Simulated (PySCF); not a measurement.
**Polarisability and C₆ of Sc²⁺ (scandium, charge +2)**

[Ar] 3d1, 2D determinant. Calculation: PySCF 2.14, in x2c-QZVPPall with one added diffuse shell each of s, p, d, f, g type (12s8p6d4f3g, 121 functions); the spin-free X2C one-electron Hamiltonian (Gaussian nucleus). Coupled (time-dependent) response in atomic units; α is the mean over directions.

```
method  mean α (bohr³)         α xx, yy, zz  C₆ (like pair)  S(−4)
   UHF           4.463  5.159, 5.159, 3.071           13.35  17.37
   PBE           5.197  6.162, 6.162, 3.266           15.07  34.11
```

S(−4) is the Cauchy moment in α(ω) = α(0) + S(−4) ω² + …

α(iu) at PBE:

```json
{"u (hartree)": "0", "α(iu) (bohr³)": "5.197"}
{"u (hartree)": "0.0500", "α(iu) (bohr³)": "5.115"}
{"u (hartree)": "0.100", "α(iu) (bohr³)": "4.902"}
{"u (hartree)": "0.200", "α(iu) (bohr³)": "4.348"}
{"u (hartree)": "0.300", "α(iu) (bohr³)": "3.860"}
{"u (hartree)": "0.500", "α(iu) (bohr³)": "3.168"}
{"u (hartree)": "0.750", "α(iu) (bohr³)": "2.573"}
{"u (hartree)": "1.00", "α(iu) (bohr³)": "2.120"}
{"u (hartree)": "1.50", "α(iu) (bohr³)": "1.472"}
{"u (hartree)": "2.00", "α(iu) (bohr³)": "1.055"}
{"u (hartree)": "3.00", "α(iu) (bohr³)": "0.6010"}
{"u (hartree)": "5.00", "α(iu) (bohr³)": "0.2658"}
```

A single London oscillator, α(iu) = α/(1 + u²/ω²), gives C₆ = (3/4) ω α². Matching the computed C₆ needs ω = 4 × 15.07 / (3 × 5.197²) = 0.744 hartree.

For an ion, C₆ is the dispersion term alone; charge-induced terms of lower order in 1/R come first.

The components differ because the open shell of this determinant is not spherical; for a pure term their mean is the scalar polarisability.
